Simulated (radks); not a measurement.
Problem. All-electron atom: neutral beryllium in [He] 2s2. Method: scalar-relativistic Kohn-Sham, exchange-only LDA, spin-unpolarised, spherical densities, finite nucleus; Fermi nuclear charge, rms radius 2.519 fm; computed with a radial shooting solver on a logarithmic mesh with Libxc functionals. Some entries of the table are withheld. Estimate them.

orbital,occ.,eigenvalue (eV),<r^2> (bohr^2),<r> (bohr)
1s,2,(1),(2),(3)
2s,2,-4.6275,(4),2.682
2p,0,(5),15.91,(6)

Solution. 
(1) 1s eigenvalue (eV): -103.2348
(2) 1s <r^2> (bohr^2): 0.2476
(3) 1s <r> (bohr): 0.4259
(4) 2s <r^2> (bohr^2): 8.711
(5) 2p eigenvalue (eV): -1.2420
(6) 2p <r> (bohr): 3.488
